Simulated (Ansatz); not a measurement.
Which is lower?

Two relaxed structures of CH₄AlBr, closed shell (PBE0-D4/def2-TZVP; forces vanish, vibrations not checked).

A:

| atom | x (Å) | y (Å) | z (Å) |
| --- | --- | --- | --- |
| Al1 | -0.7064 | 0.2429 | -0.7506 |
| C2 | 0.5073 | 0.1477 | 0.7892 |
| Br3 | 0.9456 | -1.6422 | -0.0180 |
| H4 | -2.1896 | -0.2691 | -0.5511 |
| H5 | -0.1630 | 0.9147 | -2.0754 |
| H6 | 0.1530 | -0.0767 | 1.7919 |
| H7 | 1.4531 | 0.6827 | 0.8141 |

B:

```
atom    x (Å)    y (Å)    z (Å)
 Al1  -0.9103   0.3322  -0.8792
  C2   0.7641  -0.3426  -0.1020
 Br3   0.4605  -1.9284   0.9955
  H4  -2.2952  -0.3579  -0.5614
  H5  -0.7994   1.5977  -1.8333
  H6   1.4963  -0.6319  -0.8586
  H7   1.2551   0.3862   0.5463
```

Computed with Ansatz 0.2.0 (basis: def2-TZVPP); correlated methods freeze the cores. Filled d shells of the heavier atoms are correlated. The def2 sets are not built for correlating such inner shells, so the correlated values are less sure here. B3LYP uses VWN-RPA correlation.

Problem. Which structure is lower at CCSD(T), and by how much? (To be estimated.)

Solution. Computed: A, by 22.7 kJ/mol (electronic energy, against the other). By their contacts, A is CH₄AlBr ([CH2]1[AlH2][Br]1) and B is CH₄AlBr ([AlH2][CH2][Br]).

All methods give the same order:

```csv
method,E(B) − E(A) (kJ/mol)
PBE-D4,25.0
r2SCAN-D4,27.7
PBE0-D4,23.6
B3LYP-D4,19.9
wB97M-V,22.5
HF,14.6
MP2,22.2
CCSD,20.4
CCSD(T),22.7
```

No T1 diagnostic of these runs exceeds 0.010.

Labels in which every atom is bracketed show which atoms are joined, not bond orders.

For scale, one of the runs: CCSD(T)/def2-TZVPP, 177 basis functions, launched by `ansatz run in.yaml --threads 2 --pin off --events-out ev --progress --plain --max-ram 4352MiB`. The run took 49 s on 2 CPU threads of an Arm Neoverse V2 (shared host), with 1.6 GiB of host memory at its peak.
